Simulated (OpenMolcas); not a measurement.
**Cr³⁺: effect of correlating more closed shells**

```yaml
Program: OpenMolcas 26.06
Basis: ANO-R2 [6s4p4d2f]
Scalar_Hamiltonian: X2C, finite nucleus
Active_space: 3 electrons in 5 orbitals (3d)
State_averaging: 2S+1 = 4 even, 10 roots; 2S+1 = 2 even, 40 roots
Spin-orbit_coupling: state interaction with AMFI integrals over the reference wave functions, term energies averaged over their components
```

Methods on the same reference wave functions:
A. CASSCF
B. MS-CASPT2, IPEA 0.25 Eh, imaginary shift 0.1 Eh (closed shells correlated: 3s 3p)
C. MS-CASPT2, IPEA 0.25 Eh, imaginary shift 0.1 Eh (closed shells correlated: 2s 2p 3s 3p)

Energies in eV above 3d3 4F 3/2, the measured ground level; measured values from Sugar and Corliss, J. Phys. Chem. Ref. Data 6, 317 (1977).

```tsv
Level	A	B	C	Measured
3d3 4F 3/2	0.0000	0.0000	0.0000	0.0000
3d3 4F 5/2	0.0307	0.0309	0.0309	0.0292
3d3 4F 7/2	0.0728	0.0732	0.0732	0.0689
3d3 4F 9/2	0.1255	0.1256	0.1256	0.1172
3d3 4P 1/2	2.2031	1.818	1.810	1.7431
3d3 4P 3/2	2.2169	1.832	1.823	1.7577
3d3 2G 7/2	2.2394	1.915	1.914	1.8662
3d3 4P 5/2	2.2524	1.867	1.859	1.7942
3d3 2G 9/2	2.2833	1.960	1.959	1.9096
3d3 2P 1/2	2.9556	2.505	2.498	2.4201
3d3 2H 9/2	2.9601	2.735	2.738	2.6118
3d3 2P 3/2 [62 %]	2.9721	2.490	2.483	
3d3 2H 11/2	2.9938	2.769	2.772	2.6434
3d3 2D 3/2(1) [62 %]	3.2204	2.637	2.629	2.5603
3d3 2D 5/2(1)	3.2508	2.636	2.628	2.5620
3d3 2F 7/2	5.1000	4.431	4.423	4.2604
3d3 2F 5/2	5.1191	4.450	4.442	4.2844
3d3 2D 5/2(2)	7.9648	6.873	6.858	6.5681
3d3 2D 3/2(2)	7.9876	6.897	6.882	6.5888
```

Deviations, from unrounded energies. A percentage is the sum of absolute deviations over the sum of measured energies, with the sign that they share, or ± where signs differ.

| Against measurement | Levels | A | B | C |
| --- | --- | --- | --- | --- |
| mean absolute deviation (cm-1) | 17 | 4400 | 840 | 800 |
| fine structure of the ground term (%) | 3 | +6.3 | +6.7 | +6.7 |
| other terms of the ground configuration (%) | 14 | +21.1 | +4.0 | +3.8 |

B, C lie about equally close to measurement and A furthest from it. The largest miss of C in the table is 3d3 2D 3/2(2), by +2400 cm-1. The ranking rests on the paired levels alone, and a cruder setting can come out closer through cancelling errors.

Between B and C the level of the table that moves most is 3d3 2D 5/2(2), by 130 cm-1 (lowest in C, highest in B). Moves below CASPT2's spread within the term are not significant.

The mean deviations of B to C differ by less than CASPT2's widest spread within a term (790 cm-1), so their order carries little weight.

From A to B the spin-free energies of the other terms of 3d3 shown, above 4F, scale by factors of 0.80 to 0.92, as is usual when dynamic correlation screens the repulsion within a d or f shell.

The lowest spin-free term lies below A's lowest term by 0.277 hartree in B, 0.304 hartree in C.

What an inner shell adds also hangs on whether the basis holds functions to correlate it.

Term energies are means over components that CASPT2 splits; among the terms shown or strongly mixed into the levels shown the widest spread is 790 cm-1 (3d3 4F, C). Without dynamic correlation excited terms often stand tens of per cent too high (terms of higher spin than the ground term too low), and those without a measured partner can miss by more than the paired ones (holds for A). Measured partners are found by configuration, term and J. A level has none where our copy of the source lacks it or the pairing is in doubt (some pairs that miss far off the trend of their configuration count as doubtful), and it then counts in no deviation. Only configurations of the active space appear.

A share in square brackets marks a mixed level and gives the weight of the term that names it, the lowest over the columns. A number in round brackets counts repeated terms of one configuration in the order of the reference energies.
